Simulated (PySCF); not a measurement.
Species: C3H8O2Si.
Structure used (GFN2-xTB), in Å, numbered top down from 1:
```
atom  x, y, z in Å
C1    -2.781   -0.088    0.356
C2    -1.565   -0.510    0.661
Si3    0.006    0.199   -0.085
O4     0.311    1.741    0.370
O5     1.160   -0.736    0.554
C6     2.542   -0.552    0.489
H7    -3.674   -0.506    0.796
H8    -2.944    0.705   -0.358
H9    -1.466   -1.315    1.376
H10    0.010    0.163   -1.551
H11   -0.326    2.432    0.223
H12    2.906   -0.744   -0.523
H13    3.008   -1.256    1.179
H14    2.811    0.467    0.771
```

Level of theory: PBE0/def2-SVPD in PySCF (dipole) on a GFN2-xTB geometry, gas phase.

Take the most abundant isotopes and a rigid rotor. The values belong to one conformer with, in the numbering `[CH2:1]=[CH:2][Si@@H:3]([OH:4])[O:5][CH3:6]`, C1–C2–Si3–O4 68°, C2–Si3–O4–H -57°, C2–Si3–O5–C6 -171°.

(1) What are A, B and C (cm⁻¹)?

(2) Classify the top.

(3) What does the inertial defect say?

(4) Which lines would a microwave search look for?

(5) Estimate the classical rotational partition function at 10 K, 25 K and 500 K.

Results:

(1) Ia = 88.74, Ib = 286.58, Ic = 349.82 u·Å²; 505379 MHz·u·Å²/I gives 5695, 1763 and 1445 MHz, that is A = 0.18996, B = 0.05882, C = 0.04819 cm⁻¹.

(2) An asymmetric top; Ray's κ = -0.850.

(3) Not planar: Δ = Ic − Ia − Ib = -25.51 u·Å². For a rigid frame Δ = −2 Σ m c², so Σ m c² = 12.75 u·Å² lies off the ab plane: 6.23 from hydrogen and 6.52 from heavier atoms. The atom farthest from that plane is 1.83 Å away.

(4) The dipole components are |μa| = 0.69 D, |μb| = 0.80 D, |μc| = 0.35 D. Intensities carry the squares of the components, which stand as 0.75 : 1.00 : 0.19 (a : b : c). Some lines, for components of 0.1 D or more:

```
type  branch         J(Ka,Kc)    MHz  lower level (cm⁻¹)
   a       Q  2(1,1) ← 2(1,2)    956               0.442
   a       Q  3(1,2) ← 3(1,3)   1912               0.746
   c       Q  2(1,2) ← 2(0,2)   3631               0.320
   c       Q  1(1,1) ← 1(0,1)   3931               0.107
   b       Q  1(1,0) ← 1(0,1)   4250               0.107
   b       Q  2(1,1) ← 2(0,2)   4588               0.320
   b       Q  3(1,2) ← 3(0,3)   5128               0.639
   b       R  3(0,3) ← 2(1,2)   5919               0.442
   a       R  3(1,3) ← 2(1,2)   9135               0.442
   a       R  3(1,2) ← 2(1,1)  10091               0.473
   c       R  2(1,1) ← 1(0,1)  10985               0.107
   b       Q  3(2,1) ← 3(1,2)  11421               0.810
   b       Q  3(2,2) ← 3(1,3)  13240               0.746
   b       Q  3(3,1) ← 3(2,2)  20466               1.188
   b       R  3(2,2) ← 2(1,1)  21419               0.473
   b       R  3(2,1) ← 2(1,2)  22468               0.442
   b       R  3(3,1) ← 2(2,0)  30071               0.867
   c       R  3(3,0) ← 2(2,0)  30072               0.867
```

(5) Point group C1, symmetry number σ = 1; q = (√π/σ)·√((kT/h)³/(ABC)), k/h = 20836.6 MHz/K: 1400 at 10 K, 5530 at 25 K, 495000 at 500 K.

No frequency check. Zero-point vibration and centrifugal distortion are left out. A rigid rotor knows nothing of internal rotation, which can split or shift real lines.
